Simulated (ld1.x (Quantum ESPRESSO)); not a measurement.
## Which change was made? (Pt, TM)

- Element: Pt
- Generator: ld1.x (Quantum ESPRESSO) 7.5
- Type: norm-conserving Troullier–Martins (Kleinman–Bylander form)
- Functional: PBEsol
- Relativity: scalar-relativistic
- Frozen core: [Kr] 4d10 4f14 5s2
- Valence charge: 16
- Reference configuration: 5p6 5d8 6s0 6p0 (charge +2)
- Partial waves: 5p (bound): rc 1.25 bohr; 5d (bound): rc 1.35 bohr; 6s (bound, empty): rc 1.90 bohr
- Local potential: the s channel
- Core correction: Bessel-smoothed model core inside 1.00 bohr

Cutoffs, loose and tight: the cutoffs (Ry, on a coarse ladder) from which the occupation-weighted sum of valence levels, in a spherical-Bessel basis at the reference potential, stays within 10 and 1 mRy of its value at 400 Ry. They do not see the model core or the augmentation charge, which bear on the density cutoff. Test errors are all-electron minus pseudo excitation energies from the reference, over the configurations 5p6 5d9 6s1 6p0; 5p6 5d9 6s0 6p0; 5p6 5d7 6s0 6p0; 5p6 5d9 6s0.5 6p0; 5p6 5d8 6s1 6p1; 5p5 5d9 6s1 6p0; 5p6 5d6 6s0 6p0; variants that change the core or the reference have their own tests. The largest error is taken over the tests solved by every variant that gives reliable tests at all, those not shown here included: 5p6 5d6 6s0 6p0; 5p6 5d7 6s0 6p0; 5p6 5d9 6s0 6p0.

The base gives: outcome: generated; cutoff, loose: 120 Ry; cutoff, tight: 180 Ry; bound ghosts: none; largest test error (meV): -282.

On the changes marked as counting shells twice: ld1.x takes every shell without a wave as core, so the model core holds the marked electrons as well and exchange and correlation see them twice. This cancels in the reference configuration, but the file is broken for other ones, and its errors say nothing about a proper core correction.

(1) After one change the result is: outcome: generated, overlap not positive; bound ghosts: not determined (overlap not positive); largest test error (meV): -182. Which change was it?
A. wave 6s (bound): rc 1.90 bohr becomes 6s (bound): rc 1.42 bohr
B. reference 5p6 5d9 6s0.5 6p0.5 (6p counted twice)
C. type ultrasoft; waves now 6s (bound): rcut 1.65, rcutus 1.90 bohr; 6s channel at -0.85 Ry: rcut 1.65, rcutus 1.90 bohr; 5p (bound): rc 1.25 bohr; 6p (bound): rc 1.25 bohr; 5d (bound): rcut 1.15, rcutus 1.35 bohr; 5d channel at -1.1 Ry: rcut 1.15, rcutus 1.35 bohr; local potential all-electron potential smoothed inside 1.00 bohr (lloc = -2); augmentation built from norm-conserving waves at rcut, not smoothed further

Results:

(1) C. The others give: reference 5p6 5d9 6s0.5 6p0.5 (6p counted twice) → outcome: generated, misses its reference levels by 0.35 eV; cutoff, loose: 120 Ry; cutoff, tight: 180 Ry; bound ghosts: none; largest test error (meV): +841 | wave 6s (bound): rc 1.90 bohr becomes 6s (bound): rc 1.42 bohr → outcome: generated; cutoff, loose: 120 Ry; cutoff, tight: 180 Ry; bound ghosts: s (extra level of the local part); largest test error (meV): -183. A file whose overlap is not positive is unfit for use, and its test errors describe a broken file.
